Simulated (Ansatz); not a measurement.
Cost and result for the atomization energy of `[SiH3]C1=CC1Br` (10 atoms, 10 bonds).

```xyz
10

Si   -1.562   -0.346   -0.606
C     0.197   -0.183   -0.075
C     1.483   -0.316   -0.256
C     1.106    0.368    0.960
Br    1.342    2.315    1.107
H    -2.140    1.014   -0.729
H    -1.626   -1.057   -1.906
H    -2.299   -1.110    0.431
H     2.296   -0.642   -0.884
H     1.203   -0.043    1.958
```

Total charge 0; spin multiplicity 1. Correlated methods include outer-core shells of Br, which these sets cover unevenly. Scalar relativity is left out up to krypton. Geometry: relaxed with PBE0-D4/def2-TZVP. Program: Ansatz. All runs use 4 threads of an Arm Neoverse V2 on a shared host. Times are those of one run each, without the atoms' runs, and a repeat can differ threefold. Electronic energies, without spin–orbit coupling; frozen cores. CCSD(T)/CBS adds CCSD(T) − MP2 in def2-TZVPP to the MP2 limit, and its time is that of the two runs behind it. T1 = 0.010. With those shells the extrapolation isn't a true limit. B3LYP takes the VWN-RPA correlation (the form of Gaussian; ORCA's B3LYP/G).

CCSD(T)/CBS is a level of theory with its own doubt, some kJ/mol a heavy atom from the limit and from the frozen cores, so smaller differences don't rank the functionals.

| level | functions | wall time |
| --- | --- | --- |
| PBE-D4/def2-TZVPP (with forces) | 253 | 2.8 s |
| PBE0-D4/def2-TZVPP | 253 | 3.6 s |
| r2SCAN-D4/def2-TZVPP (with forces) | 253 | 6 s |
| B3LYP-D4/def2-TZVPP (with forces) | 253 | 6 s |
| B2PLYP/def2-TZVPP | 253 | 6.5 s |
| ωB97X-V/def2-TZVPP | 253 | 9 s |
| ωB97M-V/def2-TZVPP (with forces) | 253 | 14 s |
| MP2/def2-QZVPP | 480 | 26 s |
| CCSD(T)/def2-TZVPP | 253 | 3.7 min |
| CCSD(T)/CBS(def2) | – | 4.1 min |

What atomization energy does each give, and how far from CCSD(T)/CBS? (Estimate.)

Ansatz gave: 
```
                             level  atomization (kcal/mol)  difference from CCSD(T)/CBS  per bond
   PBE-D4/def2-TZVPP (with forces)                   894.3                         24.3       2.4
                PBE0-D4/def2-TZVPP                   878.9                          8.9       0.9
r2SCAN-D4/def2-TZVPP (with forces)                   876.2                          6.2       0.6
 B3LYP-D4/def2-TZVPP (with forces)                   869.3                         -0.7      -0.1
                 B2PLYP/def2-TZVPP                   860.3                         -9.7      -1.0
                ωB97X-V/def2-TZVPP                   873.5                          3.5       0.3
  ωB97M-V/def2-TZVPP (with forces)                   871.5                          1.5       0.2
                    MP2/def2-QZVPP                   879.0                          9.0       0.9
                CCSD(T)/def2-TZVPP                   846.1                        -23.9      -2.4
                 CCSD(T)/CBS(def2)                   870.0                          0.0       0.0
```

From PBE to PBE0 (25 % exact exchange), in def2-TZVPP and without D4, the atomization energy moves by −14.5 kcal/mol: exact exchange takes away binding that semilocal exchange gives to molecules. In def2-TZVPP, CCSD(T) changes the Hartree–Fock value by +215.9 kcal/mol (the triples alone add +15.9 kcal/mol) and MP2 by +234.8 kcal/mol; breaking electron pairs costs correlation energy, which Hartree–Fock lacks. The D4 term adds +9.4 kcal/mol with B3LYP and +4.9 kcal/mol with PBE0; it sums over pairs of atoms, weighted by their polarisabilities, and B3LYP, whose exchange is more repulsive, gets the larger term.
